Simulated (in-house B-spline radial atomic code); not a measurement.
# Ionising Zn V (Zn4+) with different functionals

Computed with an all-electron radial atomic-structure program (B-spline basis): non-relativistic Hamiltonian, point nucleus, spin-polarised at highest spin, spherical fractional occupations for the functionals, the average over the highest-spin determinants for Hartree-Fock. The ionisation energy is the difference of two self-consistent energies, [Ar] 3d8 → [Ar] 3d7, without Breit or QED terms; ε is the level of the shell that loses the electron (its least bound occupied spin orbital).

Hybrids are left out here: with spherical fractional occupations of an open shell their exact exchange keeps a self-interaction that integer-occupation calculations don't have.

```tsv
method	rung	ΔSCF (eV)	-ε(3d) (eV)
Hartree-Fock	Hartree-Fock	81.61	84.97
LDA VWN5	LDA	84.72	72.80
LDA PW92	LDA	84.71	72.79
LDA exchange-only	LDA	82.53	70.71
PBE	GGA	84.30	72.40
PBEsol	GGA	84.27	72.37
BLYP	GGA	84.25	72.36
RPBE	GGA	84.19	72.28
PW91	GGA	84.46	72.55
BP86	GGA	84.41	72.49
AM05	GGA	84.31	72.40
OLYP	GGA	84.52	72.61
TPSS	meta-GGA	84.11	72.22
SCAN	meta-GGA	83.97	72.24
r2SCAN	meta-GGA	84.05	72.30
M06-L	meta-GGA	83.79	72.02
revTPSS	meta-GGA	83.92	72.05
```

(1) How do they compare with the NIST value?

Results:

(1) NIST lists 82.6 eV ± 0.9 (semi-empirical, ground level to ground level). Errors run from -0.99 to +2.12 eV. The correlated functionals all miss on the same side by more than they spread, so the cause is common to them (relativity, Breit-QED terms, multiplet and fine-structure energies, or a listed next ion that isn't the cheapest removal here) and closeness doesn't rank the functionals. Hartree-Fock also lacks correlation.
